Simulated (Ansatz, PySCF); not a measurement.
Gas-phase reaction in SMILES: OB(O)P [phosphanylboronic acid] + H+ -> OB(O)[PH3+] (at P, the best of the heteroatom sites tried; carbon was not tried)

Property: proton affinity (electronic), in kcal/mol. Positive where the reaction releases energy. Conventions: six Cartesian d functions in 6-31G* and its kin unless marked 5d; frozen cores in correlated levels; non-relativistic; dispersion terms only where a functional's name holds one; spin-orbit terms left out. CBS marks a two-point X^-3 extrapolation of the correlation energy; Hartree-Fock from the larger set. Ab initio and DFT rows: single points at B3LYP-D3(BJ) geometries (Ansatz, an electronic-structure program).

Coupled cluster (Ansatz) is a level with limits of its own, used here on species with T1 under 0.025 (0.045 for open shells) and stable references: CCSD(T)/CBS(cc-pV(T+d)Z,cc-pV(Q+d)Z).

Value to compare with, CCSD(T)/CBS(cc-pV(T+d)Z,cc-pV(Q+d)Z) (Ansatz): 207.8 kcal/mol.

| level | program | proton affinity (electronic) (kcal/mol) | difference |
|---|---|---|---|
| HF/6-31G* | Ansatz | 213.8 | 6.0 |
| PBE/STO-3G | Ansatz | 268.4 | 60.6 |
| B3LYP/3-21G | Ansatz | 207.8 | 0.0 |
| MP2/3-21G | Ansatz | 207.9 | 0.1 |
| MP2/6-31G* | Ansatz | 210.1 | 2.3 |
| B3PW91/6-31G* (5d) | PySCF | 211.6 | 3.8 |
| PBE0/def2-TZVPD | Ansatz | 208.3 | 0.5 |
| wB97M-V/def2-TZVPD | Ansatz | 204.6 | -3.2 |

Among the 6 habitual levels, PBE/STO-3G lies farthest from CCSD(T)/CBS(cc-pV(T+d)Z,cc-pV(Q+d)Z) (Ansatz) (60.6 kcal/mol); 5 of 6 lie above it, and their mean absolute difference is 12.1 kcal/mol, the median 3.0. One case shows no general order.

The levels are drawn from those run, B3LYP/6-31G* more often than the rest, none by its result; left out are runs that failed, that the program found above a lower state of the same kind, or whose <S^2> lies over 0.5 above the pure value.
